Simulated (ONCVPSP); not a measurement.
As: one change to an ONCV potential, before and after

| Item | Value |
| --- | --- |
| Element | arsenic |
| Generator | ONCVPSP 4.0.1 |
| Type | optimised norm-conserving Vanderbilt (ONCV) |
| Functional | PBE |
| Relativity | scalar-relativistic |
| Frozen core | [Ar] 3d10 |
| Valence charge | 5 |
| Reference configuration | 4s2 4p2 (charge +1) |
| Partial waves | 4s: rc 1.30 bohr, ncon 3, nbas 6, qcut 4.5 1/bohr, 2 projectors, debl 1.3 Ha; 4p: rc 1.85 bohr, ncon 3, nbas 8, qcut 3.6 1/bohr, 3 projectors, debl 3.1 Ha |
| Local potential | polynomial inside 0.90 bohr (lpopt 5, dvloc0 0 Ha) |
| Core correction | none |

Change: p: rc 2.02.

Cutoffs: the cutoffs (Ha) at which the residual kinetic energy of the hardest occupied pseudo-wave falls to 1 and 0.1 mHa per electron; they do not see the model core or the augmentation charge, which bear on the density cutoff. Errors are all-electron minus pseudo energies relative to the spin-unpolarised reference configuration.

Task: What does the change do?

Result: The potential gets neither clearly harder nor softer (10 Ha and 55 Ha → 10 Ha and 55 Ha); both files keep a bound ghost (s); of the 4 tests that both files solve, the error grows in 2 and shrinks in 0 by more than 15 % and 0.3 meV (median size 6.4 → 7.7 meV).

```tsv
quantity	base	changed
cutoff, loose	10 Ha	10 Ha
cutoff, tight	55 Ha	55 Ha
loose cutoff by channel	s 10 Ha, p 6.3 Ha	s 10 Ha, p 3.9 Ha
bound ghosts	s	s
GHOST(+) flags under 300 eV	p at 264.5 eV	p at 241.7 eV
error for 4s2 4p3, meV [ΔE -9.15 eV]	-3.8	-4.1
error for 4s2 4p1, meV [ΔE 17.92 eV]	-9.0	-11
error for 4s2 4p0, meV [ΔE 45.62 eV]	-27	-41
error for 4s2 4p2.5, meV [ΔE -5.59 eV]	-1.3	-1.3
s: phases at 1.32 bohr within 0.05 rad from the reference energy up to (Ha; the scan ends near 5)	to the end of the scan	to the end of the scan
```

Changed file: The cutoffs count occupied waves only; projector 3 of the p channel, the hardest unoccupied one, needs 26 Ha at the loose tolerance. A true bound ghost makes a file unfit for plane-wave use even where its test errors are small: the radial tests pick states by their node count and pass the ghost by.
